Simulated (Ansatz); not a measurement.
Consider the ligand exchange at the Si–S bond: `S[SiH2]Cl` + `NCF` → `FCN[SiH2]Cl` + H₂S.

Calculated with Ansatz (gas phase, PBE0-D4/def2-TZVP geometries, no zero-point term in ΔE). CBS: MP2 limit from def2 TZ/QZ plus the TZ coupled-cluster correction, frozen cores. This one scheme is used for every species. Functionals use def2-TZVPP. B3LYP here is the variant with VWN-RPA as its local correlation; programs differ in this. Each species was taken in one conformer, which may not be the lowest.

```json
{"level": "B3LYP", "ΔE (kcal/mol)": "2.0"}
{"level": "CAM-B3LYP", "ΔE (kcal/mol)": "0.8"}
```

Question: What does CCSD(T)/CBS give? (Estimate.)

Answer: Ansatz gave: +1.6 kcal/mol. The listed levels differ from it by 0.4, -0.8 kcal/mol.

Largest T1 diagnostic among the species: 0.011.

Leaving LDA and LC-ωPBE aside and taking each functional with its dispersion term where it has one, the values, not all of them listed here, spread over 3.6 kcal/mol, from CAM-B3LYP-D4 to PBE-D4. LDA lies −1.9 kcal/mol from PBE without D4. From BLYP to BHLYP (50 % exact exchange), in def2-TZVPP and without D4, ΔE moves by −1.5 kcal/mol. At CCSD(T), def2-SVP lies −0.8 kcal/mol from the extrapolated value and def2-TZVPP −0.6 kcal/mol.
